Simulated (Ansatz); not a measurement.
A run for Ansatz (a program for electronic structure): U-CCSD(T)/def2-SVP on CdH2 (SMILES [CdH2]), a point of a bond scan (R = 1.681 Å). Elements past Kr take the def2 small-core potentials; no spin–orbit coupling.

Ansatz 0.2 input:
```yaml
crystal:
  periodic: [false, false, false]
  atoms:
    - {symbol: Cd, position_ang: [0.00000000, 0.00000000, 0.00000000]}
    - {symbol: H, position_ang: [0.00000000, 0.00000000, 1.68116812]}
    - {symbol: H, position_ang: [-0.00000000, -0.00000000, -1.68116812]}
basis:
  gaussian:
    orbitals: def2-SVP
correlation: {method: ccsd_t, electrons: outside_noble_gas}
scf: {omitted_lower_state_checks: [cluster_reference]}
magnetization: {spin_polarized: true, initial_magnetization: 0}
```

Output:

```
WARN ansatz: RAYON_NUM_THREADS=1 ignored (pool sized by the plan → 1); use --threads N
Functional definition: HF
these checks for a lower state are left out or cut short: cluster_reference
integrals: 0.02 GiB planned
430 factors; integrals over basis functions are off by at most 7.1e-4 eV
mean field: 0.08 GiB planned
mean field evaluation 1: about -4569.5775 eV, gradient 6.1e0 eV
mean field evaluation 2: about -4569.7383 eV, gradient 6.4e0 eV
mean field evaluation 4: about -4570.1197 eV, gradient 8.5e-1 eV
mean field evaluation 8: about -4570.1244 eV, gradient 2.9e-4 eV
mean field -4570.12440729 eV, -167.9489742262 hartree, gradient 1.9e-6 eV, S^2 0.000000; 0 other end points of the search recorded, 0 dependent functions left out
4 core orbitals not correlated
reference -4570.12440729 eV, -167.9489742262 hartree; 7, 7 occupied and 30, 30 virtual orbitals, 430 factors
second order -8.18986922 eV of doubles, -0.00000000 eV of singles
coupled cluster: 0.09 GiB planned
cycle   1  -8.02620852 eV  change    1.6e-1 eV  update   6.0e-2
cycle   2  -8.20776043 eV  change   -1.8e-1 eV  update   2.0e-2
cycle   3  -8.23082450 eV  change   -2.3e-2 eV  update   9.3e-3
cycle   4  -8.22564526 eV  change    5.2e-3 eV  update   2.8e-3
cycle   5  -8.22621910 eV  change   -5.7e-4 eV  update   7.4e-4
cycle   6  -8.22634254 eV  change   -1.2e-4 eV  update   2.1e-4
cycle   7  -8.22630075 eV  change    4.2e-5 eV  update   4.1e-5
cycle   8  -8.22632588 eV  change   -2.5e-5 eV  update   8.6e-6
cycle   9  -8.22632851 eV  change   -2.6e-6 eV  update   1.8e-6
perturbative correction -0.15349539 eV, -0.0056408516 hartree
Total energy: -4578.50423119 eV, -168.2569270746 hartree
Checks for a lower state left out: cluster_reference
```

The calculation finished and met its thresholds.

Cost: around 0.7 core-seconds (rough).
